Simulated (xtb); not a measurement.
A run for xtb: GFN2-xTB on H3NSSn (SMILES [NH2][Sn][SH]), a point of a torsion scan.

```
$ xtb mol.xyz --gfn 2 --opt vtight --chrg 0 --uhf 0 --input xcontrol
6

N     -1.63311939    -0.07483972     0.23506388
Sn     0.10521639    -0.91070067     0.97399982
S      1.98843112    -0.42164754    -0.43246170
H     -1.72697822     0.88089686     0.67052424
H     -1.60771766     0.03582093    -0.81254621
H      2.99411958     0.28284403     0.22684692
$constrain
  force constant=1.0
  dihedral: 1,2,3,6,120.0
$end
```

The log:

```
[...]
           -------------------------------------------------
          |                Calculation Setup                |
           -------------------------------------------------



           -------------------------------------------------
          |                 G F N 2 - x T B                 |
           -------------------------------------------------

        Reference                      10.1021/acs.jctc.8b01176
      * Hamiltonian:
        H0-scaling (s, p, d)           1.850000    2.230000    2.230000
        zeta-weighting                 0.500000
      * Dispersion:
        s8                             2.700000
        a1                             0.520000
        a2                             5.000000
        s9                             5.000000
      * Repulsion:
        kExp                           1.500000    1.000000
        rExp                           1.000000
      * Coulomb:
        alpha                          2.000000
        third order                    shell-resolved
        anisotropic                    true
        a3                             3.000000
        a5                             4.000000
        cn-shift                       1.200000
        cn-exp                         4.000000
        max-rad                        5.000000


          ...................................................
          :                      SETUP                      :
          :.................................................:
          :  # basis functions                  27          :
          :  # atomic orbitals                  25          :
          :  # shells                           11          :
          :  # electrons                        18          :
          :  max. iterations                   250          :
          :  Hamiltonian                  GFN2-xTB          :
          :  restarted?                      false          :
          :  GBSA solvation                  false          :
          :  PC potential                    false          :
          :  electronic temp.          300.0000000     K    :
          :  accuracy                    1.0000000          :
          :  -> integral cutoff          0.2500000E+02      :
          :  -> integral neglect         0.1000000E-07      :
          :  -> SCF convergence          0.1000000E-05 Eh   :
          :  -> wf. convergence          0.1000000E-03 e    :
          :  Broyden damping             0.4000000          :
          :  net charge                          0          :
          :  unpaired electrons                  0          :
          ...................................................

 iter      E             dE          RMSdq      gap      omega  full diag
   1     -7.5459795 -0.754598E+01  0.236E+01    0.23       0.0  T
   2     -8.5705091 -0.102453E+01  0.321E+01    2.47       1.0  T
   3     -9.3269053 -0.756396E+00  0.139E+01    4.78       1.0  T
   4     -9.7069408 -0.380036E+00  0.640E+00    3.49       1.0  T
   5     -9.6937392  0.132016E-01  0.584E+00    3.61       1.0  T
   6     -9.8635111 -0.169772E+00  0.395E+00    2.87       1.0  T
   7     -9.8649584 -0.144731E-02  0.471E+00    2.82       1.0  T
   8     -9.8709006 -0.594220E-02  0.685E-01    2.75       1.0  T
   9     -9.8708819  0.187015E-04  0.607E-01    2.75       1.0  T
  10     -9.8707402  0.141629E-03  0.787E-01    2.86       1.0  T
  11     -9.8709681 -0.227849E-03  0.126E-01    2.82       1.0  T
  12     -9.8709893 -0.212538E-04  0.341E-02    2.81       1.2  T
  13     -9.8709894 -0.777791E-07  0.257E-02    2.81       1.6  T
  14     -9.8709899 -0.457373E-06  0.101E-02    2.81       4.0  T
  15     -9.8709900 -0.121787E-06  0.249E-03    2.81      16.4  T
  16     -9.8709900 -0.308789E-08  0.583E-04    2.81      70.0  T
  17     -9.8709900 -0.204547E-09  0.189E-04    2.81     215.7  T

   *** convergence criteria satisfied after 17 iterations ***

         #    Occupation            Energy/Eh            Energy/eV
      -------------------------------------------------------------
         1        2.0000           -0.8206912             -22.3321
       ...           ...                  ...                  ...
         3        2.0000           -0.5676408             -15.4463
         4        2.0000           -0.4940135             -13.4428
         5        2.0000           -0.4711331             -12.8202
         6        2.0000           -0.4380690             -11.9205
         7        2.0000           -0.3872826             -10.5385
         8        2.0000           -0.3782180             -10.2918
         9        2.0000           -0.3595531              -9.7839 (HOMO)
        10                         -0.2562990              -6.9743 (LUMO)
        11                         -0.1788794              -4.8676
        12                         -0.1538412              -4.1862
        13                         -0.1322157              -3.5978
        14                  
[...]
0           -0.3832359             -10.4284
         9        2.0000           -0.3613438              -9.8327 (HOMO)
        10                         -0.2510754              -6.8321 (LUMO)
        11                         -0.1769311              -4.8145
        12                         -0.1581844              -4.3044
        13                         -0.1333001              -3.6273
        14                         -0.0826430              -2.2488
       ...                                ...                  ...
        25                          0.5978074              16.2672
      -------------------------------------------------------------
                  HL-Gap            0.1102684 Eh            3.0006 eV
             Fermi-level           -0.3062096 Eh           -8.3324 eV

 SCC (total)                   0 d,  0 h,  0 min,  0.004 sec
 SCC setup                      ...        0 min,  0.000 sec (  1.884%)
 Dispersion                     ...        0 min,  0.000 sec (  0.548%)
 classical contributions        ...        0 min,  0.000 sec (  0.211%)
 integral evaluation            ...        0 min,  0.001 sec ( 28.798%)
 iterations                     ...        0 min,  0.001 sec ( 25.487%)
 molecular gradient             ...        0 min,  0.001 sec ( 40.019%)
 printout                       ...        0 min,  0.000 sec (  2.685%)

         :::::::::::::::::::::::::::::::::::::::::::::::::::::
         ::                     SUMMARY                     ::
         :::::::::::::::::::::::::::::::::::::::::::::::::::::
         :: total energy              -9.856615215644 Eh    ::
         :: gradient norm              0.000174527335 Eh/a0 ::
         :: HOMO-LUMO gap              3.000555529682 eV    ::
         ::.................................................::
         :: SCC energy                -9.908938026545 Eh    ::
         :: -> isotropic ES            0.016558188630 Eh    ::
         :: -> anisotropic ES          0.003664488129 Eh    ::
         :: -> anisotropic XC          0.002093113317 Eh    ::
         :: -> dispersion             -0.003469049805 Eh    ::
         :: repulsion energy           0.052310772429 Eh    ::
         :: add. restraining           0.000012038472 Eh    ::
         :: total charge               0.000000000000 e     ::
         :::::::::::::::::::::::::::::::::::::::::::::::::::::

           -------------------------------------------------
          |                Property Printout                |
           -------------------------------------------------

    * Orbital Energies and Occupations

         #    Occupation            Energy/Eh            Energy/eV
      -------------------------------------------------------------
         1        2.0000           -0.8128766             -22.1195
         2        2.0000           -0.6781181             -18.4525
         3        2.0000           -0.5787898             -15.7497
         4        2.0000           -0.4998058             -13.6004
         5        2.0000           -0.4682154             -12.7408
         6        2.0000           -0.4432243             -12.0607
         7        2.0000           -0.3853016             -10.4846
         8        2.0000           -0.3832359             -10.4284
         9        2.0000           -0.3613438              -9.8327 (HOMO)
        10                         -0.2510754              -6.8321 (LUMO)
        11                         -0.1769311              -4.8145
        12                         -0.1581844              -4.3044
        13                         -0.1333001              -3.6273
        14                         -0.0826430              -2.2488
        15                         -0.0782202              -2.1285
        16                         -0.0415549              -1.1308
        17                         -0.0271847              -0.7397
        18                          0.0206652               0.5623
        19                          0.0358289               0.9750
        20                          0.0450952               1.2271
       ...                                ...                  ...
        25                          0.5978074              16.2672
      -------------------------------------------------------------
                  HL-Gap            0.1102684 Eh            3.0006 eV
             Fermi-level           -0.3062096 Eh           -8.3324 eV

     #   Z          covCN         q      C6AA      α(0)
     1   7 N        2.543    -0.415    30.833     8.247
     2  50 Sn       1.696     0.343   449.261    45.567
     3  16 S        1.795    -0.425   159.888    21.283
     4   1 H        0.861     0.155     1.367     1.832
     5   1 H        0.861     0.172     1.259     1.758
     6   1 H        0.923     0.170     1.267     1.760
Note: The following floating-point exceptions are signalling: IEEE_UNDERFLOW_FLAG IEEE_DENORMAL
normal termination of xtb

 Mol. C6AA /au·bohr⁶  :       1800.985469
 Mol. C8AA /au·bohr⁸  :     130591.220076
 Mol. α(0) /au        :         80.446104


Wiberg/Mayer (AO) data.
largest (>0.10) Wiberg bond orders for each atom

 ---------------------------------------------------------------------------
     #   Z sym  total        # sym  WBO       # sym  WBO       # sym  WBO
 ---------------------------------------------------------------------------
     1   7 N    3.268 --     2 Sn   1.353     4 H    0.950     5 H    0.940
     2  50 Sn   2.563 --     1 N    1.353     3 S    1.113
     3  16 S    2.060 --     2 Sn   1.113     6 H    0.918
     4   1 H    0.976 --     1 N    0.950
     5   1 H    0.970 --     1 N    0.940
     6   1 H    0.971 --     3 S    0.918
 ---------------------------------------------------------------------------

Topologies differ in total number of bonds
Writing topology from bond orders to xtbtopo.mol

molecular dipole:
                 x           y           z       tot (Debye)
 q only:       -0.571      -0.032       1.032
   full:       -0.844      -0.340       1.723       4.954
molecular quadrupole (traceless):
                xx          xy          yy          xz          yz          zz
 q only:       -0.972       1.383       0.049       3.946      -2.717       0.923
  q+dip:       -2.975       0.901       0.567       6.591      -5.802       2.408
   full:       -3.850       2.404       1.597       7.206      -3.693       2.253

           -------------------------------------------------
          |                Geometry Summary                 |
           -------------------------------------------------

      molecular mass/u    :      167.8054255
   center of mass at/Å    :        0.3978695      -0.6962114       0.7261297
  moments of inertia/u·Å² :        0.6148749E+02   0.1740210E+03   0.2329992E+03
rotational constants/cm⁻¹ :        0.2741636E+00   0.9687126E-01   0.7235060E-01

 * 3 selected distances

     #   Z          #   Z                                           value/Å
     1   7 N        4   1 H                                       1.0105483 (min)
     1   7 N        5   1 H                                       1.0116497
     3  16 S        6   1 H                                       1.3264597 (max)

 * 2 distinct bonds (by element types)

   Z      Z             #   av. dist./Å        max./Å        min./Å
   1 H    7 N           2     1.0110990     1.0116497     1.0105483
   1 H   16 S           1     1.3264597     1.3264597     1.3264597


optimized geometry written to: xtbopt.xyz


           -------------------------------------------------
          | TOTAL ENERGY               -9.856615215644 Eh   |
          | GRADIENT NORM               0.000174527335 Eh/α |
          | HOMO-LUMO GAP               3.000555529682 eV   |
           -------------------------------------------------

------------------------------------------------------------------------
------------------------------------------------------------------------
 total:
 SCF:
 ANC optimizer:
```

The run finished.

Warnings raised: the energy holds the restraint's term.

Cost: about 0.20 core-seconds (a rough figure).
